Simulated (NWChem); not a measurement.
# CH$_{3}$ClOSi, singlet; SMILES CO[Si]Cl

```xyz
7

Si     1.1272     0.1203    -0.0003
Cl    -0.4877     1.5058     0.0000
O      0.3398    -1.3265     0.0002
C     -0.9917    -1.7768     0.0012
H     -1.7028    -0.9356    -0.0024
H     -1.1646    -2.4018    -0.8886
H     -1.1658    -2.3948     0.8957
```
Atoms are numbered in this order, from 1.

All runs: NWChem. Low-valent species are run as closed-shell singlets; no triplet was tried in these runs. All runs use the structure optimised with PBE0/def2-SVP. GIAO values for the isolated, static molecule; σ is the absolute isotropic shielding, δ = σ(reference) − σ with the isolated reference molecule computed at the same levels (13C: tetramethylsilane, 1H: tetramethylsilane, 17O: water, 29Si: tetramethylsilane).

For level LDA (Slater exchange, VWN5)/pcSseg-1:

| Quantity | Value |
|---|---|
| σ Cl2 (ppm) | 498.9 |
| δ O3 (ppm) | 240.1 |
| δ C4 (ppm) | 55.2 |
| δ H5 (rotor mean) (ppm) | 4.40 |

### Question
How do the values read with level PBE0/pcSseg-1 instead?

### Answer
The σ Cl2 (ppm) comes out as 575.6, the δ O3 (ppm) is 206.6 and the δ C4 (ppm) comes out as 53.6. The δ H5 (rotor mean) (ppm) is 4.22.
